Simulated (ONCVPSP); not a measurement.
# Cutoff test, Co (Z = 27), ONCV

| Quantity | Value |
| --- | --- |
| Element | cobalt (Co) |
| Generator | ONCVPSP 4.0.1 |
| Type | optimised norm-conserving Vanderbilt (ONCV) |
| Functional | PBE |
| Relativity | scalar-relativistic |
| Frozen core | [Ne] |
| Valence charge | 17 |
| Reference configuration | 3s2 3p6 3d7 4s1 (charge +1) |
| Partial waves | 3s+4s: rc 1.05 bohr, ncon 4, nbas 7, qcut 15.2 1/bohr, 2 projectors; 3p: rc 1.30 bohr, ncon 4, nbas 8, qcut 11.2 1/bohr, 2 projectors, debl 0.6 Ha; 3d: rc 1.20 bohr, ncon 4, nbas 8, qcut 13.6 1/bohr, 2 projectors, debl 2.4 Ha |
| Local potential | polynomial inside 1.00 bohr (lpopt 5, dvloc0 0 Ha) |
| Core correction | none |

In the p channel the program set the typed energies aside and used -2.737, 0.250 Ha.

Question: For each optimised wave give the share of its norm inside rc, the residual kinetic energy above qcut (Ha) and the cutoffs (Ha) for errors of 10, 1, 0.1 and 0.01 mHa per electron.

Answer:

```json
{"wave": "3s", "norm inside rc": "0.840", "residual KE": "6.7e-08", "10 mHa": "54.1", "1 mHa": "69.5", "0.1 mHa": "83.0", "0.01 mHa": "94.4"}
{"wave": "4s", "norm inside rc": "0.035", "residual KE": "6.0e-09", "10 mHa": "38.0", "1 mHa": "56.2", "0.1 mHa": "72.2", "0.01 mHa": "85.3"}
{"wave": "3p", "norm inside rc": "0.915", "residual KE": "6.5e-08", "10 mHa": "29.8", "1 mHa": "38.3", "0.1 mHa": "45.7", "0.01 mHa": "52.1"}
{"wave": "p projector 2", "norm inside rc": "0.026", "residual KE": "5.0e-09", "10 mHa": "19.4", "1 mHa": "28.9", "0.1 mHa": "37.5", "0.01 mHa": "45.0"}
{"wave": "3d", "norm inside rc": "0.696", "residual KE": "8.5e-07", "10 mHa": "57.9", "1 mHa": "69.5", "0.1 mHa": "78.7", "0.01 mHa": "85.2"}
{"wave": "d projector 2", "norm inside rc": "0.058", "residual KE": "1.5e-06", "10 mHa": "53.2", "1 mHa": "67.4", "0.1 mHa": "78.4", "0.01 mHa": "86.2"}
```

The occupied waves need 69 Ha and 83 Ha for 1 and 0.1 mHa.
